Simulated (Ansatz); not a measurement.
Zr2Se4, relaxed as a singlet with RKS PBE-D4/def2-SVP in Ansatz, starting from the GFN2-xTB geometry. Force threshold 0.02 eV/Å.

In the def2 sets Zr takes a core potential; there is no spin–orbit coupling. Another isomer (singlet) lies 0.26 eV lower at PBE0-D4/def2-TZVP; other spin states weren't run for this one.

Start:

```
atom   x (Å)   y (Å)   z (Å)
 Zr1   1.511   0.076  -0.935
 Zr2  -1.373  -0.103   0.914
 Se3   2.944  -1.051   0.650
 Se4  -3.094   0.969  -0.398
 Se5  -0.424  -1.667  -0.954
 Se6   0.435   1.776   0.722
```

**Question.** Estimate the energy that the relaxation releases and the steps that it takes.

**Answer.** 54.2 kJ/mol, in 7 steps; 26 s on 4 threads of Arm Neoverse V2 on a shared host. The force fell under the threshold at step 6, but the optimiser went on. No frequencies were taken in this run, so the end may be a saddle point.

**Question.** Does the start keep its bonding and symmetry?

**Answer.** By distances, no bond broke or formed. The bond that changes most is Zr2–Se5, from 2.61 to 2.55 Å (atoms count from 1). Point group Cs at the start, Cs at the end, both within 0.05 Å.

**Question.** Predict the relaxed structure.

**Answer.** 
Cartesian coordinates in Å:
```
Zr 1.6020 -0.0551 -0.7092
Zr -1.5616 0.0516 0.6956
Se 3.3536 -1.0753 0.4879
Se -3.4018 1.0398 -0.3902
Se -0.4072 -1.6259 -0.8430
Se 0.4150 1.6649 0.7588
```
Bond lengths (bridged metal pairs left out): 6 × Se–Zr 2.35 to 2.55 Å.
